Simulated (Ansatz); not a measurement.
Two structures of InH₅SO₂, closed shell, reached by relaxing down either side of one saddle point (PBE0-D4/def2-TZVP). Energies are electronic, without zero-point energy. Program: Ansatz 0.2.0. Basis: def2-TZVPP and def2-QZVPP. Cores are frozen in the correlated methods. Filled d shells of the heavier atoms are correlated. Core potentials replace the inner electrons of the atoms past krypton. The def2 sets are not built for correlating such inner shells, so the correlated values are less sure here. Extrapolation: Hartree–Fock as exp(−7.88 √X), correlation as X^−2.97. First:

In1  (0.595, 0.107, 0.075)
S2  (0.683, 2.417, -0.414)
O3  (0.260, -0.683, 1.860)
O4  (0.928, -1.214, -1.353)
H5  (-2.327, -0.178, -0.337)
H6  (-2.186, -0.486, 0.331)
H7  (0.991, 2.182, -1.701)
H8  (0.174, -0.031, 2.560)
H9  (0.882, -2.115, -1.021)
(Å)

Second:

In1  (-0.501, -0.651, 0.366)
S2  (-0.087, 2.025, -0.477)
O3  (0.784, -0.747, 1.887)
O4  (0.645, -0.933, -1.270)
H5  (-1.129, 2.041, -1.325)
H6  (-2.193, -0.817, 0.386)
H7  (0.626, 1.190, -1.281)
H8  (0.369, -0.774, 2.751)
H9  (1.487, -1.334, -1.037)
(Å)

**Question.** Which bonds change from the first to the second?

**Answer.** InH₃SO₂ ([OH][In]([OH])[SH]) + H₂ → InH₃O₂ ([OH][InH][OH]) + H₂S (still joined by a long In–S bond); bonds formed: In1–H6, S2–H5; bonds broken: H5–H6; bonds weakened to dative contacts: In1–S2.

**Question.** Give the saddle point's structure and its height above each. (To be estimated.)

**Answer.** Computed: 35.74 kcal/mol above the first and 29.30 kcal/mol above the second (CCSD(T) at an estimated basis limit (MP2 extrapolated from triple and quadruple zeta, plus CCSD(T) − MP2 in triple zeta)).
In1  (0.107, -0.405, 0.207)
S2  (-0.102, 2.117, -0.461)
O3  (0.563, -0.795, 2.092)
O4  (0.904, -1.370, -1.322)
H5  (-1.330, 1.014, -0.326)
H6  (-1.745, 0.030, -0.121)
H7  (0.080, 1.774, -1.749)
H8  (0.058, -0.269, 2.717)
H9  (1.465, -2.096, -1.037)
(Å)

No T1 diagnostic of these runs exceeds 0.017.

Labels in which every atom is bracketed show which atoms are joined, not bond orders.

For scale, one of the runs: CCSD(T)/def2-TZVPP, 224 basis functions, launched by `ansatz run in.yaml --threads 4 --pin off --events-out ev --progress --plain --max-ram 9574MiB`. The run took 3.1 min on 4 CPU threads of an Intel Xeon (shared host), with 4 GiB of host memory at its peak.
